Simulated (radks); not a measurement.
Results of a calculation; reference values are marked as such.
How relativity changes the ionisation of the ytterbium ion Yb3+ ([Xe] 4f13) to Yb4+ ([Xe] 4f12). Spin-unpolarised spherical Kohn-Sham, BLYP, point nucleus unless stated (finite: rms radius 5.3108 fm), a radial shooting solver on a logarithmic mesh with Libxc functionals. A level marked "c x" has the speed of light scaled by that factor and shares open shells by 2j + 1; other Dirac levels either fill j = l - 1/2 first or share by 2j + 1.

| level | E(Yb3+) (hartree) | E(Yb4+) (hartree) | IE (eV) | HOMO | <r> HOMO (bohr) |
|---|---|---|---|---|---|
| non-rel. | -13394.2879 | -13392.3873 | 51.718 | 4f | 0.7038 |
| scalar-rel. | -14059.0261 | -14057.3274 | 46.222 | 4f | 0.7328 |
| scalar-rel., finite nucleus | -14057.3618 | -14055.6630 | 46.224 | 4f | 0.7328 |
| Dirac, 2j+1 shares | -14075.1928 | -14073.4992 | 46.087 | 4f7/2 | 0.7396 |
| Dirac, low j first | -14075.2149 | -14073.5457 | 45.420 | 4f7/2 | 0.7399 |
| Dirac, 2j+1 shares, finite nucleus | -14073.5155 | -14071.8218 | 46.090 | 4f7/2 | 0.7396 |
| Dirac, c x 0.75 | -14776.9903 | -14775.4525 | 41.846 | 4f7/2 | 0.7758 |
| Dirac, c x 3 | -13461.2644 | -13459.3870 | 51.086 | 4f7/2 | 0.7073 |
| Dirac, c x 10 | -13400.2415 | -13398.3430 | 51.661 | 4f7/2 | 0.7041 |

NIST Atomic Spectra Database: 43.61 eV (semi-empirical). The relativistic part of the total energy of Yb3+ is -679.2 hartree (Dirac, 2j+1 shares, finite nucleus), 5.1 % of the non-relativistic value. Spin polarisation and multiplet splitting of open shells are left out at every level.

Beside tabulated values, note that relativity, absent from the non-relativistic runs, is large for the heavy elements, and spin-unpolarised runs miss the spin-polarisation part of the exchange energy of open shells. No tabulated value is given for the 4+ ions of Nd, Pm and Eu to Yb, where it belongs to another shell than the one emptied here.
